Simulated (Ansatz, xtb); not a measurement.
**Isomers of C3H2F3N in order of energy**

4 gas-phase structures of C3H2F3N, from a drawn sample of its isomers (lower ones may exist). Each was relaxed with GFN2-xTB; where two conformers were screened, the lower at r2SCAN-D4/def2-SVP is listed:

A. `[H]/N=C/C(F)=C(F)F`, a singlet
B. `N#C[C@H](F)C(F)F`, a singlet
C. `FC(F)(F)[C@@H]1C=N1`, a singlet
D. `FC(F)(F)C1=NC1`, a singlet

Question: Which do you expect lowest at r2SCAN-D4/def2-SVP, and how would the others follow?

Answer: Calculated order at r2SCAN-D4/def2-SVP: B (0.0), A (13.0), C (14.0), D (19.6) kcal/mol. Less than 1 kcal/mol parts A and C, so the order within that pair means little.

Energies above the lowest of each column, in kcal/mol; the last columns are at B3LYP/def2-SVP geometries (a dash: not run or not comparable):

```
structure  GFN2-xTB  HF/STO-3G  r2SCAN-D4/def2-SVP  B3LYP/def2-SVP  CCSD(T)/def2-SVP + ΔMP2/def2-TZVPP
        B       0.0        0.0                 0.0             0.0                                 0.0
        A      11.1       33.6                13.0            15.4                                22.7
        C      14.6       35.1                14.0            18.6                                22.4
        D      20.0       37.0                19.6            23.5                                   –
```

Every level run on B puts it lowest or level with the lowest. CCSD(T)/def2-SVP + ΔMP2/def2-TZVPP orders those it was run on as B (0.0), C (22.4), A (22.7) kcal/mol. Less than 1 kcal/mol parts C and A, so the order within that pair means little. Flexible structures stand in one conformer each, not always the lowest. Frequencies (B3LYP/def2-SVP) were run for A, B, C alone. The ΔMP2 step shifts differences by up to 3.2 kcal/mol, which makes them less sure. ΔMP2 is the change of the MP2 energy from the smaller to the larger basis.

Over these structures GFN2-xTB departs from r2SCAN-D4/def2-SVP by 0.9 kcal/mol on average once a common shift is removed. A GFN2-xTB relaxation took about 0.085 s and the r2SCAN-D4/def2-SVP energy about 1.8 s on a shared host (Ansatz 0.2.0, xtb 6.7.1).
